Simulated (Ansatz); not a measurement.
# Two structures, one formula

The two ends of one reaction step of AlSiH$_{6}$O$_{2}$F$_{2}$, doublet (PBE0-D4/def2-TZVP).

A:

```xyz
12
angstrom
Al -1.0270 1.1373 0.6233
O -0.0863 -0.5211 0.4068
Si -0.5682 -1.7828 -0.6245
F -1.9420 1.0205 -0.7716
H 1.6093 1.3028 0.5331
O 0.4614 2.1078 0.4955
H 0.8991 -0.3559 0.4969
F 2.2041 0.4856 0.5524
H -0.3576 -1.3938 -2.0338
H 0.2805 -2.9425 -0.2680
H -1.9890 -2.0296 -0.3147
H 0.5154 2.9716 0.9047
```

B:

```xyz
12
angstrom
Al -1.0659 0.9986 0.5428
O -0.1301 -0.4491 0.1009
Si -0.5639 -1.8836 -0.6034
F -1.9705 1.5556 -0.7351
H 1.3347 1.6167 0.5702
O 0.4894 2.1496 0.5724
H 1.2796 -0.1825 0.2932
F 2.1500 0.2744 0.4530
H -0.3086 -1.8367 -2.0641
H 0.2482 -2.9670 0.0044
H -2.0065 -2.1335 -0.3552
H 0.5434 2.8576 1.2208
```

Computed with Ansatz 0.2.0 (basis: def2-TZVPP); correlated methods freeze the cores; orbitals are unrestricted. B3LYP uses VWN-RPA correlation.

Which structure is lower at CCSD(T), and by how much? (An estimate is asked for; the value comes from the calculation.)

The calculation gives: B, by 0.075 eV (electronic energy, against the other). By their contacts, A is a complex of AlSiH₅O₂F ([OH][Al]([F])[OH][SiH3]) + HF and B is a complex of AlSiH₅O₂F ([OH2][Al]([F])[O][SiH3]) + HF.

All methods give the same order:

| method | E(B) − E(A) (eV) |
| --- | --- |
| SPW92 | -0.008 |
| PBE-D4 | -0.044 |
| BLYP-D4 | -0.035 |
| r2SCAN-D4 | -0.056 |
| B97M-V | -0.086 |
| PBE0-D4 | -0.059 |
| B3LYP-D4 | -0.047 |
| r2SCAN0-D4 | -0.064 |
| BHLYP-D4 | -0.058 |
| CAM-B3LYP-D4 | -0.040 |
| wB97X-V | -0.049 |
| wB97M-V | -0.048 |
| B2PLYP | -0.067 |
| PBE-QIDH | -0.077 |
| RPA on PBE | -0.070 |
| HF | -0.113 |
| MP2 | -0.076 |
| CCSD | -0.078 |
| CCSD(T) | -0.075 |

The T1 diagnostic stays at or below 0.013. ⟨S²⟩ of the unrestricted Hartree–Fock references: 0.75 (a pure state has 0.75).

Labels in which every atom is bracketed show which atoms are joined, not bond orders.

For scale, one of the runs: CCSD(T)/def2-TZVPP, 292 basis functions, launched by `ansatz run in.yaml --threads 5 --pin off --events-out ev --progress --plain --max-ram 66560MiB --backend cuda --devices 0, --max-vram 37GiB`. The run took 16 s on 5 CPU threads of an AMD EPYC 7R13 and a share of one NVIDIA H100 (shared host), with 0.86 GiB of host memory at its peak.
